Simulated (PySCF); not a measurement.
Species: C₅H₁₂N₂.
InChI=1S/C5H12N2/c1-3-4-5-7-6-2/h5-6H,3-4H2,1-2H3/b7-5+

Computed with TDDFT B3LYP/def2-SVPD, vertical, gas phase, core orbitals frozen in the response (PySCF). Geometry: GFN2-xTB, one conformer, isolated molecule. Torsions of this conformer, `[CH3:1][CH2:2][CH2:3]/[CH:4]=[N:5]/[NH:6][CH3:7]`: C1–C2–C3–C4 -65°, C2–C3–C4–N5 116°, C4–N5–N6–C7 -158°.

```
state  E (eV)  λ (nm)       f  main configurations (H = HOMO, L = LUMO)
   S1    5.37   231.0   0.049                    H→L+1 (71%), H→L (22%)
   S2    5.47   226.5   0.231                    H→L (72%), H→L+1 (24%)
   S3    5.97   207.8  0.0033      H→L+2 (64%), H→L+3 (26%), H-1→L (9%)
   S4    5.98   207.2  0.0069                  H-1→L (86%), H→L+2 (10%)
   S5    6.13   202.4   0.012                  H→L+3 (65%), H→L+2 (21%)
   S6    6.50   190.8   0.022                               H→L+4 (92%)
   S7    6.83   181.5  0.0071                               H→L+5 (93%)
   S8    7.05   175.8  0.0077                               H→L+6 (88%)
```

Triplets, Tamm–Dancoff:

| state | E (eV) | λ (nm) | main configurations (H = HOMO, L = LUMO) |
| --- | --- | --- | --- |
| T1 | 3.70 | 334.9 | H→L (91%) |
| T2 | 5.09 | 243.5 | H-1→L (93%) |
| T3 | 5.24 | 236.5 | H→L+1 (88%) |

The lowest singlet lies at 5.37 eV (231 nm, ultraviolet) and is of moderate strength; its leading configuration is HOMO→LUMO+1 (71%). The strongest level in the table is S2 at 5.47 eV (227 nm, f = 0.231). Löwdin shares by element: HOMO nitrogen 56%, carbon 26% or more (atoms not listed hold the other 18%); LUMO nitrogen 40%, carbon 26% or more, hydrogen 7% or more (atoms not listed hold the other 28%). Weighted by f, the mean energy of these states is 5.63 eV. Orbital energies (eV): HOMO-3 -9.16, HOMO-2 -9.05, HOMO-1 -7.36, HOMO -5.82, LUMO 0.06, LUMO+1 0.61, LUMO+2 0.92. The oscillator strengths of these states sum to 0.339; summed over the whole spectrum of an exact calculation they would give the number of electrons, 56 (Thomas–Reiche–Kuhn). No computed singlet lies in the visible range (380 to 750 nm); the lowest, at 231 nm, stands 2.10 eV above its violet end (3.26 eV). The window holds the lowest 8 singlets.
